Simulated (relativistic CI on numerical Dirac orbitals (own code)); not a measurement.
Au I: what numerical and physical settings do to a radial Dirac CI calculation

Reference input:

```
atom Au  Z=79  charge=0  electrons=79
nucleus A=197  rms_radius_fm=5.4371
hamiltonian dirac-coulomb  breit=on  qed=on  c_scale=1
orbitals kli  potential=per-configuration
slater_scale 1
correlation none
mixing on
grid step=0.0125 r_max=259.4
scf mixing=0.4 start=green max_iterations=150 tolerance=2e-08 node_fill=0.05
configurations
  [Xe] 4f14 5d10 6s
end
```

Computed lowest total energy -18999.02091 Ha, 13 SCF steps. Runs with settings changed; * marks those that are bad on purpose (the QED terms keep the true α when c is scaled):

| Changed | Outcome | Lowest level | ΔE (Ha) | First excitation (cm⁻¹) | SCF steps | Message |
| --- | --- | --- | --- | --- | --- | --- |
| Breit term off | converged | 6s ²S1/2 | -21.7 |  | 13 |  |
| speed of light × 10 | converged | 6s ²S1/2 | 1130 |  | 12 |  |
| iteration limit 20 | converged | 6s ²S1/2 | 0 |  | 13 |  |
| node fill of the KLI weights 0 | converged | 6s ²S1/2 | 0.00948 |  | 13 |  |
| configuration list: repeat * | refused |  |  |  | 0 | a configuration is listed twice |
| charge -1 * | refused |  |  |  | 0 | configuration [Xe] 4f14 5d10 6s has 79 electrons, the ion has 80 |

With so few configurations and no correlation, terms lie too far apart (by 10 to 50 % near neutrality), their order can be wrong, and levels of other configurations are missing.
